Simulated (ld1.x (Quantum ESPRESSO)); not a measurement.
**copper (Cu), TM semilocal: configuration errors across variants**

ld1.x (Quantum ESPRESSO) 7.5 input, shortened:

```
&input
   title='Cu', zed=29., rel=1, dft='PBE', iswitch=3,
   config='[Ar] 3d9 4s0 4p0'
 /
 &inputp
   pseudotype=1, tm=.true., lloc=2,
   nlcc=.false.
 /
3
3S  1  0   2.00   0.00  1.20  1.20  0.0
3P  2  1   6.00   0.00  1.05  1.05  0.0
3D  3  2   9.00   0.00  1.20  1.20  0.0
 &test
   configts(1)='3s2 3p6 3d9 4s0 4p0'
 /
```

All-electron excitation energies from the reference (eV): (1) 3s2 3p6 3d10 4s1 4p0 -29.480; (2) 3s2 3p6 3d10 4s0 4p0 -21.332; (3) 3s2 3p6 3d8 4s0 4p0 39.020; (4) 3s2 3p6 3d9 4s1 4p0 -17.902; (5) 3s2 3p6 3d9 4s1 4p1 -22.670; (6) 3s2 3p6 3d10 4s0 4p1 -25.344; (7) 3s2 3p6 3d10 4s0.5 4p0 -26.318.

In the semilocal form every listed channel keeps its own potential, so the choice of the local channel does not act on these tests. It acts once the file is put into the separable form.

A semilocal file is local in each channel, so a ghost entry of none says nothing of the separable form that plane-wave codes build from it.

1 further variants failed, have other tests or too few solved ones, and are left out.

Errors AE − PS in meV (a dash: test not solved or not reliable):

```tsv
change	(1)	(2)	(3)	(4)	(5)	(6)	(7)	bound ghosts
base	+903	-18	-25	+1503	+1330	-4.2	+513	none
wave 3s (bound): rc 1.20 bohr becomes 3s (bound): rc 1.78 bohr	+1923	-18	-23	+3012	+2691	-3.8	+1089	none
all radii scaled by about 1.35 (s 1.62, p 1.42, d 1.62 bohr)	+1933	-76	-55	+3127	+2728	-115	+1066	none
type PAW, which also changes the form from semilocal to separable; waves now 3s (bound): rcut 1.05, rcutus 1.20 bohr; 4s (bound): rcut 1.05, rcutus 1.20 bohr; 3p (bound): rcut 1.00, rcutus 1.05 bohr; 4p (bound): rcut 1.00, rcutus 1.05 bohr; 3d (bound): rcut 1.05, rcutus 1.20 bohr; 3d channel at -1.85 Ry: rcut 1.05, rcutus 1.20 bohr; local potential all-electron potential smoothed inside 1.15 bohr (lloc = -2); core correction a·sin(br)/r model core, default radius (ld1.x builds one for every PAW set, though the input has nlcc=.false.); augmentation PSQ, inside the norm-conserving radii	+6.5	+7.4	+5.2	+1.6	+2.0	+6.4	+7.0	none
core correction a·sin(br)/r model core inside 0.48 bohr	+902	-18	-25	+1498	+1326	-4.2	+512	none
wave 3p (bound): rc 1.05 bohr becomes 3p (bound): rc 0.64 bohr	+903	-19	-26	+1503	+1316	-13	+512	none
```

Question: Give the same row for: local potential the s channel.

Answer: +903, -18, -24, +1503, +1330, -4.2, +513; bound ghosts: none.
